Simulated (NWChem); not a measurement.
System: GeH4TeS; SMILES [GeH3][Te]S

Here is an NWChem input.

```
start job
memory heap 200 mb stack 900 mb global 1100 mb
geometry units angstroms
  Te    -0.142789     0.449811     0.711644
  S      1.724080     1.443270    -0.420778
  H      1.058122     2.346947    -1.127323
  Ge    -0.499621    -1.384819    -0.991780
  H      0.585874    -2.418484    -1.041290
  H     -1.767371    -2.109860    -0.663678
  H     -0.640827    -0.875399    -2.396755
end
basis spherical
  * library def2-svp
end
ecp
  Te library def2-ecp
end
dft
  xc pbe0
  iterations 150
end
driver
  maxiter 120
end
task dft optimize
dft
  grid fine
  convergence energy 1d-8 density 1d-7
end
task dft freq numerical
```

Excerpt of the output:

```
             Northwest Computational Chemistry Package (NWChem) 7.3.0
             --------------------------------------------------------

 C1  symmetry detected

                             Geometry "geometry" -> ""
                             -------------------------

 Output coordinates in angstroms (scale by  1.889725989 to convert to a.u.)

  No.       Tag          Charge          X              Y              Z
 ---- ---------------- ---------- -------------- -------------- --------------
    1 Te                  52.0000    -0.65369836     0.64477245     0.00566693
    2 S                   16.0000     1.51213015     1.67521422     0.04944882
    3 H                    1.0000     1.67641440     1.82665196    -1.25799728
    4 Ge                  32.0000     0.21734115    -1.72928310     0.00590293
    5 H                    1.0000     0.88218768    -2.15639255     1.28056782
    6 H                    1.0000    -0.92964024    -2.66556150    -0.21396495
    7 H                    1.0000     1.21435350    -1.99923368    -1.08336089

 Effective nuclear repulsion energy (a.u.)     691.3598464964

                                Z-matrix (autoz)
                                --------

 Units are Angstrom for bonds and degrees for angles

      Type          Name      I     J     K     L     M      Value
      ----------- --------  ----- ----- ----- ----- ----- ----------
    1 Stretch                  1     2                       2.39886
    2 Stretch                  1     4                       2.52880
    3 Stretch                  2     3                       1.32640
    4 Stretch                  4     5                       1.49974
    5 Stretch                  4     6                       1.49684
    6 Stretch                  4     7                       1.50113
    7 Bend                     1     2     3                98.21442
    8 Bend                     1     4     5               114.84327
    9 Bend                     1     4     6               108.86102
   10 Bend                     1     4     7               113.42394
   11 Bend                     2     1     4                95.29478
   12 Bend                     5     4     6               106.64259
   13 Bend                     5     4     7               105.72863
   14 Bend                     6     4     7               106.84982
   15 Torsion                  2     1     4     5          68.42996
   16 Torsion                  2     1     4     6        -172.11918
   17 Torsion                  2     1     4     7         -53.31470
   18 Torsion                  3     2     1     4          92.99140

                           NWChem Geometry Optimization
                           ----------------------------

 maximum gradient threshold         (gmax) =   0.000450
 rms gradient threshold             (grms) =   0.000300
 maximum cartesian step threshold   (xmax) =   0.001800
 rms cartesian step threshold       (xrms) =   0.001200
 fixed trust radius                (trust) =   0.300000
 source of zmatrix                         =   autoz

          -------------------
          Energy Minimization
          -------------------

 Using diagonal initial Hessian
 Scaling for Hessian diagonals: bonds = 1.00  angles = 0.25  torsions = 0.10

          --------
          Step   0

                                 NWChem DFT Module
                                 -----------------

 Summary of "ao basis" -> "ao basis" (spherical)
 ------------------------------------------------------------------------------
       Tag                 Description            Shells   Functions and Types
 ---------------- ------------------------------  ------  ---------------------
 Te                         def2-svp                10       26   4s4p2d
 S                          def2-svp                 8       18   4s3p1d
 H                          def2-svp                 3        5   2s1p
 Ge                         def2-svp                12       32   5s4p3d

            General Information
            -------------------
          SCF calculation type: DFT
          Wavefunction type:  closed shell.
          No. of atoms     :     7
          No. of electrons :    76
           Alpha electrons :    38
            Beta electrons :    38
          Charge           :     0
          Spin multiplicity:     1
          Use of symmetry is: off; symmetry adaption is: off
          Maximum number of iterations: 150
          AO basis - number of functions:    96
                     number of shells:    42
          Convergence on energy requested:  1.00D-06
          Convergence on density requested:  1.00D-05
          Convergence on gradient requested:  5.00D-04

              XC Information
              --------------
                         PBE0 Method XC Functional
                     Hartree-Fock (Exact) Exchange  0.250
          PerdewBurkeErnzerhof Exchange Functional  0.750
            Perdew 1991 LDA Correlation Functional  1.000 local
           PerdewBurkeErnz. Correlation Functional  1.000 non-local

             Grid Information
             ----------------
          Grid used for XC integration:  medium
          Radial quadrature: Mura-Knowles
          Angular quadrature: Lebedev.
          Tag              B.-S. Rad. Rad. Pts. Rad. Cut. Ang. Pts.
          ---              ---------- --------- --------- ---------
          Te                  1.40      123          10.0       590
          S                   1.00       88          12.0       590
          H                   0.35       45          13.0       434
          Ge                  1.25      112          11.0       590
          Grid pruning is: on
          Number of quadrature shells:   503
          Spatial weights used:  Erf1

      Superposition of Atomic Density Guess
      -------------------------------------

 Sum of atomic energies:       -2785.61164325

      Non-variational initial energy
      ------------------------------

 Total energy =   -2742.128838
 1-e energy   =   -4684.962336
 2-e energy   =    1555.998996
 HOMO         =      -0.239262
 LUMO         =      -0.036277

   convergence    iter        energy       DeltaE   RMS-Dens  Diis-err
 ---------------- ----- ----------------- --------- --------- ---------
 d= 0,ls=0.0,diis     1  -2744.8171735604 -3.13D+03  8.93D-03  2.53D-01
 d= 0,ls=0.0,diis     2  -2744.8426446737 -2.55D-02  3.91D-03  6.63D-02
 d= 0,ls=0.0,diis     3  -2744.8531703100 -1.05D-02  1.36D-03  1.24D-02
 d= 0,ls=0.0,diis     4  -2744.8549671731 -1.80D-03  3.36D-04  1.44D-03
 d= 0,ls=0.0,diis     5  -2744.8551112450 -1.44D-04  8.87D-05  4.13D-05
  Resetting Diis
 d= 0,ls=0.0,diis     6  -2744.8551179594 -6.71D-06  2.48D-05  4.65D-06
 d= 0,ls=0.0,diis     7  -2744.8551186562 -6.97D-07  1.20D-05  3.37D-07
 d= 0,ls=0.0,diis     8  -2744.8551186361  2.01D-08  6.73D-06  5.50D-07

         Total DFT energy =    -2744.855118636072
      One electron energy =    -4685.917477231354
           Coulomb energy =     1680.885448681503
    Exchange-Corr. energy =     -126.657591787903
 Nuclear repulsion energy =      386.834501701681

 Numeric. integr. density =       76.000002150638

                       DFT Final Molecular Orbital Analysis
                       ------------------------------------

 Vector   36  Occ=2.000000D+00  E=-3.307118D-01
              MO Center=  3.0D-01,  6.0D-01, -2.6D-02, r^2= 4.8D+00
   Bfn.  Coefficient  Atom+Function         Bfn.  Coefficient  Atom+Function
  ----- ------------  ---------------      ----- ------------  ---------------
    11      0.341408  1 Te px                38     -0.310070  2 S  py
    35     -0.233457  2 S  py                14      0.231085  1 Te px
     3     -0.206397  1 Te s                 92     -0.165061  7 H  s
    12     -0.159694  1 Te py                61     -0.145622  4 Ge px
     4     -0.144430  1 Te s                 37     -0.140830  2 S  px

 Vector   37  Occ=2.000000D+00  E=-2.642542D-01
              MO Center=  9.3D-01,  1.1D+00,  1.2D-02, r^2= 3.8D+00
   Bfn.  Coefficient  Atom+Function         Bfn.  Coefficient  Atom+Function
  ----- ------------  ---------------      ----- ------------  ---------------
    38      0.515594  2 S  py                35      0.344723  2 S  py
    37     -0.282980  2 S  px                32      0.196356  2 S  py
    34     -0.197255  2 S  px                12     -0.193172  1 Te py
    62      0.187420  4 Ge py                53      0.149252  4 Ge s
    11      0.147911  1 Te px                14      0.130654  1 Te px

 Vector   38  Occ=2.000000D+00  E=-2.420409D-01
              MO Center= -4.4D-01,  5.4D-01,  7.5D-03, r^2= 3.1D+00
   Bfn.  Coefficient  Atom+Function         Bfn.  Coefficient  Atom+Function
  ----- ------------  ---------------      ----- ------------  ---------------
    13      0.572646  1 Te pz                16      0.536539  1 Te pz
    10     -0.224564  1 Te pz                 7     -0.175450  1 Te pz
    30     -0.121036  2 S  s                 45      0.117867  3 H  s
    46      0.099362  3 H  s                 83     -0.098800  5 H  s
    82     -0.094174  5 H  s                 93      0.090340  7 H  s

[...]

      ----------------------
      Optimization converged
      ----------------------

  Step       Energy      Delta E   Gmax     Grms     Xrms     Xmax
  ---- ---------------- -------- -------- -------- -------- --------
@    9   -2744.85925323 -2.7D-08  0.00004  0.00001  0.00077  0.00173
                                     ok       ok       ok       ok

                                Z-matrix (autoz)
                                --------

 Units are Angstrom for bonds and degrees for angles

      Type          Name      I     J     K     L     M      Value     Gradient
      ----------- --------  ----- ----- ----- ----- ----- ---------- ----------
    1 Stretch                  1     2                       2.43046   -0.00004
    2 Stretch                  1     4                       2.57220    0.00000
    3 Stretch                  2     3                       1.35286   -0.00001
    4 Stretch                  4     5                       1.53634    0.00001
    5 Stretch                  4     6                       1.54101   -0.00001
    6 Stretch                  4     7                       1.53783    0.00000
    7 Bend                     1     2     3                96.58673    0.00000
    8 Bend                     1     4     5               109.45871   -0.00000
    9 Bend                     1     4     6               106.93046    0.00001
   10 Bend                     1     4     7               109.39334   -0.00000
   11 Bend                     2     1     4                93.86091   -0.00001
   12 Bend                     5     4     6               110.49706   -0.00000
   13 Bend                     5     4     7               110.30403    0.00000
   14 Bend                     6     4     7               110.18891   -0.00000
   15 Torsion                  2     1     4     5          59.17504    0.00000
   16 Torsion                  2     1     4     6         178.89389    0.00000
   17 Torsion                  2     1     4     7         -61.79118    0.00000
   18 Torsion                  3     2     1     4          89.68577   -0.00000

                         Geometry "geometry" -> "geometry"
                         ---------------------------------

 Output coordinates in angstroms (scale by  1.889725989 to convert to a.u.)

  No.       Tag          Charge          X              Y              Z
 ---- ---------------- ---------- -------------- -------------- --------------
    1 Te                  52.0000    -0.70673412     0.63318279    -0.08718405
    2 S                   16.0000     1.48210352     1.66455722     0.14167499
    3 H                    1.0000     1.75638073     1.74162488    -1.18084338
    4 Ge                  32.0000     0.22423326    -1.76389264    -0.02777641
    5 H                    1.0000     0.97598450    -1.98838185     1.29314268
    6 H                    1.0000    -0.98256977    -2.71667666    -0.13049694
    7 H                    1.0000     1.16969016    -1.97424593    -1.22225350

 Effective nuclear repulsion energy (a.u.)     681.9246999923

                Final and change from initial internal coordinates
                --------------------------------------------------

                                Z-matrix (autoz)
                                --------

 Units are Angstrom for bonds and degrees for angles

[...]

 Rotational Constants
 --------------------
 A=   0.113647 cm-1  (  0.163509 K)
 B=   0.042760 cm-1  (  0.061521 K)
 C=   0.031649 cm-1  (  0.045535 K)

 Temperature                      =   298.15K
 frequency scaling parameter      =   1.0000

 Zero-Point correction to Energy  =   20.773 kcal/mol  (  0.033103 au)
 Thermal correction to Energy     =   24.784 kcal/mol  (  0.039496 au)
 Thermal correction to Enthalpy   =   25.376 kcal/mol  (  0.040439 au)

 Total Entropy                    =   84.936 cal/mol-K
   - Translational                =   42.307 cal/mol-K (mol. weight = 239.8320)
   - Rotational                   =   28.728 cal/mol-K (symmetry #  =        1)
   - Vibrational                  =   13.902 cal/mol-K

 Cv (constant volume heat capacity) =   19.897 cal/mol-K
   - Translational                  =    2.979 cal/mol-K
   - Rotational                     =    2.979 cal/mol-K
   - Vibrational                    =   13.938 cal/mol-K

[normal modes left out]

 ----------------------------------------------------------------------------
 Normal Eigenvalue ||           Projected Infra Red Intensities
  Mode   [cm**-1]  || [atomic units] [(debye/angs)**2] [(KM/mol)] [arbitrary]
 ------ ---------- || -------------- ----------------- ---------- -----------
    1       -0.000 ||    0.000142           0.003         0.138       0.042
    2       -0.000 ||    0.000112           0.003         0.109       0.033
    3       -0.000 ||    0.000094           0.002         0.092       0.028
    4       -0.000 ||    0.000000           0.000         0.000       0.000
    5        0.000 ||    0.000000           0.000         0.000       0.000
    6        0.000 ||    0.000274           0.006         0.268       0.081
    7       82.147 ||    0.000330           0.008         0.321       0.097
    8      104.996 ||    0.000077           0.002         0.075       0.023
    9      232.774 ||    0.003021           0.070         2.945       0.893
   10      262.200 ||    0.019325           0.446        18.839       5.714
   11      352.861 ||    0.005091           0.117         4.963       1.505
   12      497.483 ||    0.006641           0.153         6.474       1.964
   13      511.712 ||    0.005409           0.125         5.273       1.599
   14      767.745 ||    0.006593           0.152         6.427       1.949
   15      797.753 ||    0.318987           7.359       310.965      94.318
   16      866.315 ||    0.036770           0.848        35.845      10.872
   17      879.393 ||    0.033247           0.767        32.411       9.831
   18     2148.253 ||    0.101753           2.348        99.194      30.086
   19     2164.588 ||    0.088858           2.050        86.623      26.274
   20     2172.040 ||    0.083347           1.923        81.250      24.644
   21     2697.350 ||    0.000156           0.004         0.152       0.046
 ----------------------------------------------------------------------------
```

Level: PBE0/def2-SVP with def2 effective core potentials on Te. def2 effective core potentials on Te; no spin-orbit coupling.
